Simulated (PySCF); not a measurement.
**Spin-rotation constants: `O=C(C(=C)CC)C(N)=O`, C6H9NO2**

Geometry:
| atom | x (Å) | y (Å) | z (Å) |
| --- | --- | --- | --- |
| C1 | -0.517 | -2.235 | 0.687 |
| C2 | -0.332 | -0.939 | 0.437 |
| C3 | -1.412 | 0.093 | 0.577 |
| C4 | -1.707 | 0.756 | -0.768 |
| C5 | 1.008 | -0.511 | -0.008 |
| O6 | 1.755 | -1.218 | -0.654 |
| C7 | 1.509 | 0.888 | 0.412 |
| N8 | 2.561 | 1.259 | -0.339 |
| O9 | 1.034 | 1.550 | 1.308 |
| H10 | 0.287 | -2.943 | 0.570 |
| H11 | -1.460 | -2.618 | 1.038 |
| H12 | -2.316 | -0.385 | 0.958 |
| H13 | -1.089 | 0.852 | 1.290 |
| H14 | -0.829 | 1.282 | -1.139 |
| H15 | -1.999 | 0.010 | -1.505 |
| H16 | -2.516 | 1.475 | -0.662 |
| H17 | 3.062 | 2.107 | -0.133 |
| H18 | 2.952 | 0.585 | -0.980 |

Method used: PySCF, GIAO HF/pcSseg-1 magnetisability, rotational g tensor and spin-rotation constants, non-relativistic, gas phase. Geometry: GFN2-xTB.

Task: Give the nuclear spin-rotation constants along the inertial axes (H = +C I·J) beside the isotropic shieldings.

Result: Rotational constants 2.1664, 1.3993, 1.0679 GHz. A star marks the isotopologue with that one atom substituted, in its own axes.
| atom | isotope | Caa (kHz) | Cbb (kHz) | Ccc (kHz) | mean (kHz) | σ (ppm) |
| --- | --- | --- | --- | --- | --- | --- |
| N8 | 14N | 0.110 | 0.127 | 0.068 | 0.102 | 169.3 |
| H10 | 1H | -0.145 | 0.098 | -0.127 | -0.058 | 25.6 |
| H11 | 1H | 0.181 | -0.149 | -0.110 | -0.026 | 26.1 |
| H12 | 1H | 0.052 | -0.147 | -0.114 | -0.069 | 30.1 |
| H13 | 1H | -0.135 | -0.051 | -0.052 | -0.079 | 28.0 |
| H14 | 1H | 0.007 | -0.153 | -0.113 | -0.086 | 31.4 |
| H15 | 1H | -0.169 | -0.105 | -0.060 | -0.111 | 31.3 |
| H16 | 1H | -0.205 | 0.011 | -0.122 | -0.105 | 30.8 |
| H17 | 1H | 0.026 | -0.100 | -0.124 | -0.066 | 27.2 |
| H18 | 1H | -0.174 | -0.007 | -0.057 | -0.080 | 25.2 |
| C1 | 13C* | 0.878 | 0.523 | 0.163 | 0.521 | 56.0 |
| C2 | 13C* | 0.986 | 0.557 | 0.171 | 0.571 | 40.0 |
| C3 | 13C* | 0.310 | 0.190 | 0.165 | 0.222 | 166.5 |
| C4 | 13C* | 0.305 | 0.174 | 0.133 | 0.204 | 175.7 |
| C5 | 13C* | 1.188 | 0.593 | 0.268 | 0.683 | -7.5 |
| O6 | 17O* | -1.520 | -1.105 | -0.224 | -0.949 | -296.2 |
| C7 | 13C* | 1.048 | 0.447 | 0.291 | 0.596 | 23.9 |
| O9 | 17O* | -0.995 | -0.498 | -0.276 | -0.590 | -40.6 |

For the geometry as given, no vibrational averaging.
